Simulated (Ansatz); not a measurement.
Basis sets compared for Be3Se2 (the lowest singlet isomer of a short search). Total charge 0; singlet. Geometry r2SCAN-D4/def2-SVP. Ansatz on 4 threads of Arm Neoverse V1 on a shared host; times are rough, and most runs start from earlier orbitals.

```
atom   x (Å)   y (Å)   z (Å)
 Be1  -0.230  -0.386  -0.788
 Be2   0.865   1.161   0.459
 Be3  -0.301  -0.214   1.474
 Se4   0.994   1.090  -1.583
 Se5  -1.328  -1.651   0.438
```

The 6-31G sets use Cartesian d functions. B3LYP takes the VWN-RPA correlation. The structure comes from a short search, and lower isomers may exist.

Binding counts from free atoms (Be singlet, Se triplet) in the same basis, without a counterpoise term.

```json
{"level": "PBE-D4/def2-SVP", "functions": "91", "energy (Eh)": "-4846.0277", "HOMO (eV)": "-5.72", "LUMO (eV)": "-3.51", "binding per atom (eV)": "2.90", "wall time": "0.86 s"}
{"level": "PBE-D4/def2-TZVP", "functions": "153", "energy (Eh)": "-4846.6636", "HOMO (eV)": "-5.75", "LUMO (eV)": "-3.47", "binding per atom (eV)": "2.88", "wall time": "1.7 s"}
{"level": "r2SCAN-D4/def2-TZVP (with forces)", "functions": "153", "energy (Eh)": "-4847.4249", "HOMO (eV)": "-5.97", "LUMO (eV)": "-3.26", "binding per atom (eV)": "2.89", "wall time": "4.5 s"}
{"level": "B3LYP-D4/6-31G", "functions": "85", "energy (Eh)": "-4846.8228", "HOMO (eV)": "-6.55", "LUMO (eV)": "-2.84", "binding per atom (eV)": "2.62", "wall time": "1.2 s"}
{"level": "B3LYP-D4/def2-TZVP", "functions": "153", "energy (Eh)": "-4847.5639", "HOMO (eV)": "-6.57", "LUMO (eV)": "-2.88", "binding per atom (eV)": "2.70", "wall time": "2.6 s"}
{"level": "PBE0-D4/def2-SVP", "functions": "91", "energy (Eh)": "-4846.1978", "HOMO (eV)": "-6.76", "LUMO (eV)": "-2.82", "binding per atom (eV)": "2.83", "wall time": "1.4 s"}
{"level": "PBE0-D4/def2-TZVP", "functions": "153", "energy (Eh)": "-4846.8346", "HOMO (eV)": "-6.76", "LUMO (eV)": "-2.75", "binding per atom (eV)": "2.82", "wall time": "2.6 s"}
```

(1) Estimate the rows for PBE-D4/def2-TZVPD, r2SCAN-D4/def2-TZVPD, PBE0-D4/def2-TZVPD.

Answers

(1) 
| level | functions | energy (Eh) | HOMO (eV) | LUMO (eV) | binding per atom (eV) | wall time |
| --- | --- | --- | --- | --- | --- | --- |
| PBE-D4/def2-TZVPD | 180 | -4846.6649 | -5.78 | -3.50 | 2.88 | 2.7 s |
| r2SCAN-D4/def2-TZVPD | 180 | -4847.4257 | -5.98 | -3.27 | 2.89 | 4.7 s |
| PBE0-D4/def2-TZVPD | 180 | -4846.8357 | -6.78 | -2.77 | 2.82 | 3.5 s |
